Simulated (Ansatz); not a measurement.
Basis-set extrapolation for C$_{11}$H$_{24}$ (`CCCCCCCCCCC`) (PBE0-D4/def2-TZVP geometry, frozen core, Ansatz 0.2.0). Multiplicity 1, RHF reference.

```json
{"": "HF", "def2-TZVPP": "-430.692283", "def2-QZVPP": "-430.712572"}
{"": "MP2 correlation", "def2-TZVPP": "-1.940421", "def2-QZVPP": "-2.059610"}
{"": "CCSD(T) correlation", "def2-TZVPP": "-2.143904", "def2-QZVPP": "not run"}
```

Energies in hartree. Use E(X) = E(∞) + A·exp(−7.88·√X) for Hartree–Fock and E(X) = E(∞) + B·X^(−2.97) for correlation, with X = 3 and 4, and add CCSD(T) minus MP2 of the smaller set to the MP2 limit.

Task: What is the CCSD(T) energy at the basis-set limit?

Result: HF limit: -430.712572 + (-0.020289) × 0.13774 = -430.71537. MP2 limit: -2.059610 + (-0.119189) × 0.74074 = -2.14790. Higher-order term: -2.143904 − (-1.940421) = -0.20348. Total: -433.06675 hartree, 605.3 kJ/mol below CCSD(T)/def2-TZVPP.
